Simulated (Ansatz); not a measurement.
`O=C=[N][Al]([N]=C=O)[N]=C=O` and `O=C=NB(N=C=O)N=C=O` differ in one element.

Ansatz, PBE0-D4/def2-TZVP geometries, multiplicity 1. Each molecule was computed in one conformer, which needn't be the lowest.

| property | `O=C=[N][Al]([N]=C=O)[N]=C=O` |
| --- | --- |
| HOMO energy (B3LYP/def2-TZVPP) / eV | -8.59 |
| HOMO energy (PBE/def2-TZVPP) / eV | -7.43 |
| HOMO–LUMO gap (PBE0/def2-TZVPP) / eV | 7.32 |
| LUMO energy (PBE0/def2-TZVPP) / eV | -1.53 |
| LUMO energy (B3LYP/def2-TZVPP) / eV | -1.77 |
| LUMO energy (PBE/def2-TZVPP) / eV | -2.32 |

Q: Give the same properties after the change, and the shifts. (Estimate.)

A: The calculation gave: 
```tsv
property	`O=C=NB(N=C=O)N=C=O`	shift
HOMO energy (B3LYP/def2-TZVPP) / eV	-8.90	-0.31
HOMO energy (PBE/def2-TZVPP) / eV	-7.70	-0.27
HOMO–LUMO gap (PBE0/def2-TZVPP) / eV	7.24	-0.08
LUMO energy (PBE0/def2-TZVPP) / eV	-1.92	-0.39
LUMO energy (B3LYP/def2-TZVPP) / eV	-2.12	-0.35
LUMO energy (PBE/def2-TZVPP) / eV	-2.78	-0.46
```

With PBE0 the HOMO falls by 0.31 eV and the LUMO falls by 0.39 eV, so the gap narrows by about 0.08 eV. PBE moves the HOMO by -0.27 eV and ωB97M-V by -0.36 eV.

B3LYP here is the variant with VWN-RPA as its local correlation; programs differ in this.
